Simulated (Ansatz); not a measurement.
Input for Ansatz (a quantum-chemistry and plane-wave program): R-SVWN5/def2-TZVPPD on HCl (SMILES Cl). Files ending in .json are basis or fitting sets from the Basis Set Exchange.

Ansatz 0.2 input:
```yaml
crystal:
  periodic: [false, false, false]
  atoms:
    - {symbol: Cl, position_ang: [0.16520819, 0.05211868, -0.13614396]}
    - {symbol: H, position_ang: [0.21537761, 0.50856112, 1.07035412]}
basis:
  gaussian:
    orbitals: def2-TZVPPD.json
hamiltonian:
  xc: {name: SVWN5}
scf: {lower_state_search: off}
```

Problem. What total energy does the run end on?

Solution. -459.3214 hartree.
